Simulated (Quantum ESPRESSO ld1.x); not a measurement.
Ga, 31 electrons, occupied as [Ar] 3d8 4s2 4p3 (not the ground configuration).

Calculated with ld1.x of Quantum ESPRESSO 7.5: Dirac Kohn-Sham, BLYP, spin-unpolarised, spherical densities, point nucleus; open shells fill j = l - 1/2 first.

Energy parts (eV):
| part | energy |
|---|---|
| total | -52862.2 |
| kinetic | 53921.1 |
| electron-nucleus | -127014.0 |
| Hartree | 22271.1 |
| exchange-correlation | -2040.4 |

Orbitals (lengths in bohr, moments of r in powers of bohr; r(max) is where P^2 peaks):
1s1/2: occ. 2; eigenvalue (eV) -10251.3; <1/r> 31.30; r(max) 0.032; <r^4> 0.00002599; <r^2> 0.003178; small-component weight 1.25e-02
2s1/2: occ. 2; eigenvalue (eV) -1285.73; <1/r> 6.883; r(max) 0.183; <r^4> 0.005432; <r^2> 0.05593; small-component weight 2.41e-03
2p1/2: occ. 2; eigenvalue (eV) -1140.91; <1/r> 6.843; r(max) 0.145; <r^4> 0.003843; <r^2> 0.04357; small-component weight 2.40e-03
2p3/2: occ. 4; eigenvalue (eV) -1113.26; <1/r> 6.668; r(max) 0.147; <r^4> 0.004087; <r^2> 0.04508; small-component weight 2.36e-03
3s1/2: occ. 2; eigenvalue (eV) -167.765; <1/r> 2.224; r(max) 0.561; <r^4> 0.3633; <r^2> 0.4761; small-component weight 5.62e-04
3p1/2: occ. 2; eigenvalue (eV) -120.726; <1/r> 2.104; r(max) 0.557; <r^4> 0.4435; <r^2> 0.5080; small-component weight 5.15e-04
3p3/2: occ. 4; eigenvalue (eV) -116.933; <1/r> 2.062; r(max) 0.566; <r^4> 0.4707; <r^2> 0.5233; small-component weight 5.03e-04
3d3/2: occ. 4; eigenvalue (eV) -37.6219; <1/r> 1.772; r(max) 0.518; <r^4> 1.029; <r^2> 0.6673; small-component weight 3.89e-04
3d5/2: occ. 4; eigenvalue (eV) -37.0902; <1/r> 1.761; r(max) 0.518; <r^4> 1.054; <r^2> 0.6751; small-component weight 3.86e-04
4s1/2: occ. 2; eigenvalue (eV) -13.4080; <1/r> 0.6509; r(max) 1.71; <r^4> 37.82; <r^2> 4.772; small-component weight 7.40e-05
4p1/2: occ. 2; eigenvalue (eV) -5.0932; <1/r> 0.5032; r(max) 2.05; <r^4> 126.4; <r^2> 8.199; small-component weight 4.53e-05
4p3/2: occ. 1; eigenvalue (eV) -4.8643; <1/r> 0.4931; r(max) 2.08; <r^4> 136.9; <r^2> 8.521; small-component weight 4.38e-05

The highest occupied level is 4p3/2 at -4.864 eV. The density falls to 0.001 e/bohr^3 at r = 4.49 bohr. Summed over all electrons, <r^2> = 44.28 bohr^2, which gives a Langevin (diamagnetic) susceptibility term of -35.1 x 10^-6 cm^3/mol.
